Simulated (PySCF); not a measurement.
A PySCF script (with the pyscf-properties extension) for the NMR shieldings of `BNBN[C@H]1C[C@H](F)C1`, C$_{4}$H$_{11}$B$_{2}$FN$_{2}$, on a GFN2-xTB geometry:

```python
import basis_set_exchange as bse
import numpy as np
from pyscf import gto, dft
from pyscf.prop import nmr

atoms = """
B     4.049370   -0.216080   -0.965034
N     2.658778   -0.144545   -1.069066
B     1.686213   -0.008733   -0.024572
N     0.331415    0.027059   -0.356852
C    -0.786542    0.122519    0.533457
C    -1.850159    1.175173    0.129512
C    -2.800327    0.042939   -0.276327
F    -4.042467    0.102439    0.307472
C    -1.853632   -0.987239    0.348956
H     4.694740   -0.342901   -1.937477
H     4.545369   -0.150983    0.092209
H     2.272667   -0.204653   -2.002833
H     2.018448    0.068619    1.092301
H     0.043463   -0.044657   -1.323657
H    -0.402842    0.223748    1.548280
H    -2.235503    1.742381    0.972732
H    -1.557924    1.860648   -0.662476
H    -2.974552   -0.065478   -1.350829
H    -1.561226   -1.817442   -0.289576
H    -2.240437   -1.372136    1.288732
"""
names = dict.fromkeys(["B", "N", "C", "F", "H"], "pcSseg-1")
basis = {el: gto.basis.parse(bse.get_basis(n, elements=[el], fmt="nwchem")) for el, n in names.items()}
mol = gto.M(atom=atoms, basis=basis, charge=0, verbose=0)
mf = dft.RKS(mol, xc="PBE0")
mf.grids.level = 2
mf.grids.alignment = dft.numint.BLKSIZE   # the property module wants whole blocks of grid points
mf.conv_tol = 1e-9
mf.kernel()

calc = nmr.RKS(mf)   # GIAO
C = mf.mo_coeff
Co = C[:, mf.mo_occ > 0]
resp = mf.gen_response(singlet=True, hermi=2)
def vind(x):   # induced exchange potential for any number of trial vectors
    d = np.einsum("pi,xij,qj->xpq", C, 2 * x.reshape(-1, C.shape[1], Co.shape[1]), Co, optimize=True)
    return np.einsum("xpq,pi,qj->xij", resp(d - d.transpose(0, 2, 1)), C, Co, optimize=True).ravel()
mo1, _ = nmr.rhf.solve_mo1(calc, with_cphf=vind)
sigma = calc.kernel(mo1)
for i, s in enumerate(sigma):   # ppm
    w = np.linalg.eigvalsh((s + s.T) / 2)
    print("%2d %-2s iso %8.1f  s11 %8.1f  s22 %8.1f  s33 %8.1f" % (i, mol.atom_pure_symbol(i), w.mean(), *w))
```

**Question.** What are the results?

**Answer.** 
```
 0 B  iso     55.0  s11     20.8  s22     23.6  s33    120.4
 1 N  iso    100.1  s11    -31.2  s22    108.1  s33    223.5
 2 B  iso     71.8  s11     45.3  s22     69.2  s33    100.8
 3 N  iso    131.0  s11     55.0  s22    166.5  s33    171.4
 4 C  iso    140.1  s11    117.8  s22    137.8  s33    164.7
 5 C  iso    143.1  s11    121.1  s22    136.1  s33    172.1
 6 C  iso     99.3  s11     61.6  s22     82.1  s33    154.1
 7 F  iso    364.7  s11    336.4  s22    377.6  s33    380.3
 8 C  iso    142.5  s11    119.7  s22    135.7  s33    172.1
 9 H  iso     26.6  s11     24.7  s22     26.9  s33     28.2
10 H  iso     26.5  s11     24.0  s22     26.9  s33     28.7
11 H  iso     26.0  s11     22.1  s22     26.9  s33     28.9
12 H  iso     27.3  s11     25.3  s22     26.7  s33     29.8
13 H  iso     28.6  s11     23.0  s22     31.0  s33     32.0
14 H  iso     27.8  s11     23.1  s22     28.9  s33     31.4
15 H  iso     28.8  s11     26.2  s22     27.2  s33     32.9
16 H  iso     29.5  s11     26.5  s22     28.2  s33     33.8
17 H  iso     26.4  s11     21.9  s22     27.7  s33     29.4
18 H  iso     29.5  s11     26.5  s22     28.3  s33     33.7
19 H  iso     28.8  s11     26.2  s22     27.3  s33     32.8
```

These numbers come from an equivalent density-fitted implementation of the same equations, which agrees with the script to about 0.01 ppm for H and up to a few tenths of a ppm for heavy atoms, so last digits may differ.

Size and cost of the density-fitted run: 208 basis functions, 35 s wall time on 1 thread of an Arm Neoverse V2, shared host; peak memory 0.93 GiB.
